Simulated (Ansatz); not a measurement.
Program: Ansatz. Geometries: PBE0-D4/def2-TZVP. ΔE: electronic, gas phase. CCSD(T)/CBS is the MP2 limit (def2-TZVPP, def2-QZVPP) plus CCSD(T) − MP2 in def2-TZVPP, frozen cores. Functionals use def2-TZVPP. B3LYP here is the variant with VWN-RPA as its local correlation; programs differ in this. For Ge outer-core shells are correlated without core-valence functions, which leaves a few kJ/mol of doubt a bond. Scalar relativity is left out up to krypton. Each species was taken in one conformer, which may not be the lowest.

Consider the cleavage of the Si–Si bond: `[SiH3][SiH2][SiH2][SiH2][GeH3]` + `CBO` → `CBO[SiH2][SiH3]` + `[SiH3][SiH2][GeH3]`.

| level | ΔE (kJ/mol) | difference from CCSD(T)/CBS |
| --- | --- | --- |
| B3LYP-D4 | -55.2 | -2.4 |
| r2SCAN0-D4 | -49.5 | 3.3 |
| ωB97M-V | -56.1 | -3.3 |
| PBE | -35.4 | 17.4 |
| r2SCAN | -49.8 | 3.0 |
| r2SCANh | -50.6 | 2.2 |
| r2SCAN0 | -51.9 | 0.9 |
| BHLYP | -73.2 | -20.4 |
| CAM-B3LYP | -69.4 | -16.6 |
| MP2/def2-TZVPP | -55.6 | -2.8 |
| SCS-MP2/def2-TZVPP | -64.2 | -11.4 |
| MP2/def2-QZVPP | -56.4 | -3.6 |
| SCS-MP2/def2-QZVPP | -64.9 | -12.1 |
| HF/CBS(def2) | -91.6 | -38.8 |
| MP2/CBS(def2) | -55.5 | -2.7 |
| CCSD/CBS(def2) | -58.1 | -5.3 |
| CCSD(T)/CBS | -52.8 | 0 |

Largest T1 diagnostic among the species: 0.013.

The D4 term adds +9.0 kJ/mol with B3LYP and +5.5 kJ/mol with PBE0; it sums over pairs of atoms, weighted by their polarisabilities, and B3LYP, whose exchange is more repulsive, gets the larger term. In def2-TZVPP, CCSD(T) changes the Hartree–Fock value by +35.6 kJ/mol (the triples alone add +5.3 kJ/mol) and MP2 by +33.0 kJ/mol. At CCSD(T), def2-SVP lies +13.2 kJ/mol from the extrapolated value and def2-TZVPP −0.1 kJ/mol.
